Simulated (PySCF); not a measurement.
AsSe₂⁻, singlet: data card

These are results of PBE0/[As def2-SVPD, Se def2-SVPD], no relativity, density fitting, PySCF, not measurements.

The structure is a minimum.

Z-matrix (Å, degrees; charge -1 multiplicity 1):
```
As
Se 1 2.2502
Se 1 2.2502 2 113.64
```

```json
{
  "Point group": "C2v",
  "Bond lengths": "As–Se 2.250 Å (×2)",
  "Bond angles": "Se–As–Se 113.6°",
  "Lowest empty level": "1.45 eV",
  "Rotational symmetry number": "2",
  "Principal polarisabilities": "81.3, 102.2, 186.8 bohr³",
  "Highest occupied level": "-1.61 eV",
  "Heat capacity Cp at 298.15 K": "54.8 J/(mol K)",
  "Rotational constants": "0.2179, 0.02974, 0.02617 cm⁻¹",
  "Principal quadrupole moments (Buckingham, traceless) about the centre of mass": "-17.80, 6.06, 11.74 D Å",
  "Zero-point energy": "4.7 kJ/mol",
  "Entropy at 298.15 K and 1 bar": "314.4 J/(mol K)",
  "Dipole moment about the centre of mass": "1.21 D",
  "Enthalpy at 298.15 K above 0 K": "13.73 kJ/mol"
}
```

Harmonic modes (masses in u: As 74.922, Se 79.917):
| symmetry | ω (cm⁻¹) | IR (km/mol) |
| --- | --- | --- |
| a1 | 119 | 0.1 |
| a1 | 323 | 3.0 |
| b2 | 350 | 108 |

In C2v the vibrations span 2a1 + b2. Here b1 is antisymmetric to the molecular plane and b2 lies in it.

Charges (e); Mulliken and Löwdin values are unreliable with diffuse functions:
```csv
atom,Mulliken,Löwdin,polar tensor,Mayer order to As1
As1,0.12,-0.15,0.62,–
"Se2,3",-0.56,-0.42,-0.81,1.68
```

Mulliken populations on As1: s 7.81, p 14.80, d 10.27.

Counting electrons, arsenic keeps 2 of its valence electrons outside its bonds, so the VSEPR class is AX2E1 and the expected shape is bent (C2v), as computed.

This need not be the most stable arrangement of these atoms. The lowest empty level of this anion is unbound, so it and the gap depend on the basis.

The final relaxation and frequency run took 25 s on 4 threads of a shared Arm Neoverse V2 host, with 120 basis functions and 9 gradients; the process peaked at 1 GiB.
